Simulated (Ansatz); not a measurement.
System: MnH, charge 0, multiplicity 7. The spin state was set by rule; other spins were not relaxed. 
Structure (B3LYP-D3(BJ)/def2-TZVP (Ansatz, a first-principles code) minimum search):
```
Mn
H 1 1.7521
```
Charge 0, spin multiplicity 7.

Basis-set convergence of Hartree-Fock and CCSD(T) correlation energies (hartree) with Ansatz. Correlated levels leave the core frozen unless marked. Open shells are spin-unrestricted. No spin-orbit coupling. Frozen are the shells of the preceding noble gas and the d and f shells that filled before the atom's block. Non-relativistic.

| basis | functions | E(HF) | E(corr, CCSD(T)) |
|---|---|---|---|
| def2-SVP | 36 | -1150.24360 | -0.09179 |
| def2-TZVPP | 78 | -1150.40150 | -0.14128 |
| def2-QZVPP | 130 | -1150.42492 | -0.14976 |

Extrapolating the two largest sets (X = 3 and 4) as X^-3: E(corr) = (64·(-0.14976) - 27·(-0.14128))/37 = -0.1559 Eh, an estimate of the basis-set limit. The largest set recovers 96.0 % of it, the smallest 58.9 %.
